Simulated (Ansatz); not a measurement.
# Strength of the C–C bond: C3H10InN → C2H7InN + CH3

Species: C3H10InN `CC[N](C)[InH2]`, singlet; C2H7InN `[CH2][N](C)[InH2]`, doublet; CH3 (methyl radical) `[CH3]`, doublet. 

Shapes, held fixed at every level: PBE0-D4/def2-TZVP. Flexible molecules stand in one conformer, not always the lowest. Programs: Ansatz 0.2.0. Electronic energies: no zero-point or thermal term.

```
               level                   kind  ΔE (kJ/mol)  less CCSD(T)/def2-TZVPP
        MP2/def2-SVP    perturbation theory       +322.6                     +6.0
         HF/def2-SVP           Hartree–Fock       +193.7                   -122.9
   PBE-D4/def2-TZVPP                    GGA       +319.1                     +2.5
r2SCAN-D4/def2-TZVPP               meta-GGA       +297.1                    -19.5
  PBE0-D4/def2-TZVPP          global hybrid       +322.3                     +5.7
   B2PLYP/def2-TZVPP          double hybrid       +303.6                    -13.0
  CCSD(T)/def2-TZVPP  coupled cluster or CI       +316.6                      0.0
```

The highest level, CCSD(T)/def2-TZVPP, gives ΔE = +316.6 kJ/mol; the levels span +193.7 to +322.6. The column of differences is taken from that level and isn't an error. Hartree–Fock misses the correlation of the pair that is broken and comes out low. No measured value is set beside it here. Open shells run unrestricted. For atoms past krypton def2 sets carry core potentials with scalar relativity. Outer-core shells of In are correlated in most correlated rows, in sets that cover them unevenly.
